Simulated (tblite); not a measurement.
Compound: C₇H₁₇P.
SMILES with atom numbers: `[CH2:1]=[P@@:2]([CH3:3])([CH2:4][CH3:5])[CH:6]([CH3:7])[CH3:8]` (hydrogens: H9, H10 on C1; H11, H12, H13 on C3; H14, H15 on C4; H16, H17, H18 on C5; H19 on C6; H20, H21, H22 on C7; H23, H24, H25 on C8)

Cartesian coordinates in Å at the GFN2-xTB level; atoms count from 1:
```
atom  x, y, z in Å
C1    -0.3423    2.4031   -0.1021
P2     0.1375    0.7749   -0.2142
C3     0.9093    0.5361   -1.8518
C4     1.5056    0.5414    0.9921
C5     2.2232   -0.8004    0.9635
C6    -0.8927   -0.8278   -0.0397
C7    -1.9909   -0.7670   -1.0923
C8    -1.4846   -0.8522    1.3620
H9    -1.0800    2.6447   -0.8668
H10   -0.7194    2.6401    0.8918
H11    0.2372    0.9331   -2.6102
H12    1.1239   -0.5104   -2.0603
H13    1.8267    1.1232   -1.8657
H14    1.0979    0.7431    1.9863
H15    2.1965    1.3579    0.7594
H16    2.5929   -1.0210   -0.0355
H17    3.0746   -0.7786    1.6423
H18    1.5673   -1.6098    1.2752
H19   -0.2717   -1.7124   -0.2044
H20   -2.7008   -1.5830   -0.9607
H21   -2.5313    0.1769   -1.0049
H22   -1.5777   -0.8312   -2.0974
H23   -2.0039    0.0873    1.5571
H24   -0.7100   -0.9752    2.1167
H25   -2.1983   -1.6684    1.4684
```

Calculated harmonic vibrations of the isolated species, GFN2-xTB (tblite), most abundant isotopes, no scaling. This tight-binding method is rough: wavenumbers can miss measured ones by several per cent, in bad cases by 10 to 20. One conformer, not necessarily the lowest.

Harmonic wavenumbers (cm⁻¹): 57.6, 84.8, 141.9, 153.8, 162.5, 179.9, 196.4, 203.0, 218.6, 250.7, 266.4, 301.7, 321.1, 334.9, 360.8, 425.0, 565.1, 678.4, 714.3, 753.2, 760.0, 814.1, 847.3, 924.7, 925.9, 938.9, 969.5, 977.2, 982.7, 1007.0, 1030.1, 1076.5, 1133.9, 1166.4, 1207.4, 1214.9, 1257.8, 1294.8, 1304.2, 1402.0, 1403.4, 1407.5, 1415.9, 1425.8, 1438.1, 1445.1, 1489.7, 1492.1, 1497.3, 1501.7, 1503.3, 1504.8, 2926.8, 2932.9, 2948.2, 2950.4, 2963.8, 2989.5, 2993.4, 2994.2, 3002.9, 3004.9, 3009.9, 3011.2, 3016.9, 3023.9, 3025.5, 3032.6, 3039.7.

A = 1788, B = 1417, C = 1166 MHz; mass 132.107 u (most abundant isotopes); point group C1, symmetry number 1.

What is the zero-point energy?

½Σν̃ = 47998 cm⁻¹ = 574.19 kJ/mol.

What is S at 400 K and 1 bar for an ideal gas of classical rigid rotors and harmonic oscillators?

Translation 175.87, rotation 125.33, vibration 213.05: S = 514.2 J/(mol K).

And Cp and H(400 K) − H(0)?

Cp = 251.17 J/(mol K), of which vibrations give 217.91 (their classical limit is 69 R = 573.7); H(400 K) − H(0) = 58.67 kJ/mol without the zero-point energy, 45.37 from vibrations.

Blend soft modes into free rotors: weight 1/[1 + (100 cm⁻¹/ν̃)⁴] for the oscillator and the rest for a rotor with moment μB/(μ + B), μ = h/(8π²ν), B = 10⁻⁴⁴ kg m². What vibrational entropy results?

203.61 J/(mol K) in place of 213.05, which changes −T·S at 400 K by +3.77 kJ/mol.

What must be added to the electronic energy to get the Gibbs energy at 400 K and 1 bar?

ZPE + [H(400 K) − H(0)] − T·S = 574.19 + 58.67 − 205.70 = 427.16 kJ/mol.

How do the functions run with temperature in this model?

| T (K) | S (J/(mol K)) | Cp (J/(mol K)) | H − H(0) (kJ/mol) | G − H(0) (kJ/mol) | ln q(vib) |
| --- | --- | --- | --- | --- | --- |
| 100 | 293.8 | 96.5 | 5.86 | -23.52 | 1.61 |
| 200 | 378.8 | 151.3 | 18.43 | -57.33 | 5.02 |
| 300 | 449.4 | 201.2 | 36.03 | -98.81 | 8.54 |
| 500 | 575.2 | 295.8 | 86.07 | -201.53 | 15.36 |
| 800 | 737.3 | 393.9 | 190.67 | -399.15 | 25.01 |
| 1000 | 830.2 | 438.9 | 274.16 | -556.07 | 30.99 |

q(vib) and H(0) count from the zero-point level.

Hindered rotation and anharmonicity are outside this model. Other conformers, if any are populated, would add a mixing term that is left out. The structure is chiral; the term R ln 2 for an equal mix with its mirror image is left out.

Hardware: one thread, Arm Neoverse V1 (shared host). The figure is for the frequency step alone.
